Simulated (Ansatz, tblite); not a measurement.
Forces on Ga₃O₈H₇, a hydroxylated oxide cluster at its PBE-D4/def2-SVP geometry. Charge 0, multiplicity 1.

The xTB rows come from tblite.

GFN1-xTB (tblite), largest force 1.28 eV/Å:

```xyz
18
positions Å, forces eV/Å
Ga    0.728    0.910   -1.423   -0.012   -0.232    0.322
Ga    0.930    0.057    1.336   -0.544   -0.049   -0.456
Ga   -1.472   -0.978    0.188    0.212    0.371   -0.058
O     2.408    0.891   -2.089   -0.677    0.057   -0.699
O    -2.029   -2.674    0.463    0.721    0.115   -0.281
O    -2.575    0.206   -0.650   -0.567   -1.132    0.196
O     0.340   -0.663   -0.327   -0.093   -0.303   -0.244
O     2.115   -0.496    2.563    0.275    0.125   -0.813
O    -0.718    1.532   -2.278    0.083   -0.386    0.437
O     1.124    1.712    0.408    0.753    0.482    0.453
O    -0.884   -0.123    1.915   -0.027   -0.279    0.877
H     2.395    0.883   -3.063    0.139    0.027    0.625
H    -1.305   -3.307    0.294   -0.542    0.420    0.153
H    -3.377   -0.231   -0.991    0.488    0.372    0.255
H     3.007   -0.627    2.190   -0.597    0.092    0.340
H    -1.519    1.186   -1.806    0.846    0.385   -0.401
H     1.938    2.242    0.490   -0.610   -0.371   -0.090
H    -1.105   -0.517    2.778    0.151    0.306   -0.617
```

GFN2-xTB (tblite), largest force 1.16 eV/Å:

```
Ga -0.082 0.074 -0.411
Ga -0.097 -0.075 0.025
Ga -0.417 0.021 -0.234
O -0.843 0.037 -0.546
O 0.980 0.405 -0.364
O -0.271 -1.118 0.159
O -0.042 -0.080 -0.004
O 0.074 0.204 -1.118
O 0.241 -0.653 0.688
O 0.714 0.109 0.370
O 0.144 -0.338 0.624
H 0.126 0.001 0.767
H -0.600 0.325 0.205
H 0.510 0.402 0.273
H -0.591 0.036 0.377
H 0.651 0.452 -0.387
H -0.526 -0.139 -0.039
H 0.028 0.336 -0.385
```

PBE-D4/def2-TZVP (Ansatz), largest force 0.24 eV/Å:

```
Ga -0.025 -0.063 0.046
Ga 0.018 -0.051 -0.066
Ga 0.032 -0.014 -0.031
O 0.046 -0.009 -0.184
O 0.138 -0.170 -0.035
O -0.222 -0.093 0.004
O -0.032 0.003 -0.006
O 0.160 -0.019 -0.048
O -0.124 -0.029 0.053
O 0.118 0.181 0.039
O -0.078 0.021 0.181
H 0.037 0.028 0.148
H -0.155 0.112 0.063
H 0.143 0.079 0.059
H -0.154 0.035 0.069
H 0.146 0.085 -0.120
H -0.121 -0.126 -0.002
H 0.074 0.029 -0.170
```
